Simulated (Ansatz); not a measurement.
System (SMILES): F[C]F (closed-shell singlet).
Geometry (B3LYP-D3(BJ)/def2-TZVP, fixed):
```
C
F 1 1.3036
F 1 1.3036 2 104.75
```
Charge 0, spin multiplicity 1.

How fast the dipole moment converges with the basis for several methods (Ansatz, a quantum-chemistry and plane-wave program): deviation from each method's own reference, in D. References: HF 0.310 D, the value in aug-pcseg-3; MP2 0.578 D, the value in aug-pcseg-3; PBE 0.731 D, the value in aug-pcseg-3; PBE0 0.611 D, the value in aug-pcseg-3. Cartesian d functions, on some or all atoms, in 6-31G**; all else is spherical. In correlated methods cores are frozen. A restricted Hartree-Fock determinant is unstable towards unrestricted orbitals. No added dispersion term, no relativity. The reference of a correlated method is not its basis-set limit, which lies further on.

| basis | functions | HF | MP2 | PBE | PBE0 |
|---|---|---|---|---|---|
| pcseg-0 | 27 | -0.243 | ? | 0.103 | -0.003 |
| 6-31G | 27 | -0.339 | ? | -0.009 | -0.108 |
| 6-31G** | 45 | -0.032 | ? | 0.134 | 0.078 |
| 6-311G** | 54 | -0.061 | ? | 0.081 | 0.032 |
| def2-SVPD | 66 | 0.023 | ? | 0.025 | 0.023 |
| aug-cc-pVDZ | 69 | 0.000 | ? | 0.006 | 0.003 |
| def2-QZVPP | 171 | -0.002 | ? | 0.014 | 0.007 |
| aug-pcseg-3 | 255 | 0.000 | ? | 0.000 | 0.000 |

Problem. Complete the blanks.

Solution. 
- pcseg-0, MP2: -0.015
- 6-31G, MP2: -0.163
- 6-31G**, MP2: 0.030
- 6-311G**, MP2: 0.038
- def2-SVPD, MP2: 0.035
- aug-cc-pVDZ, MP2: 0.014
- def2-QZVPP, MP2: 0.007
- aug-pcseg-3, MP2: 0.000
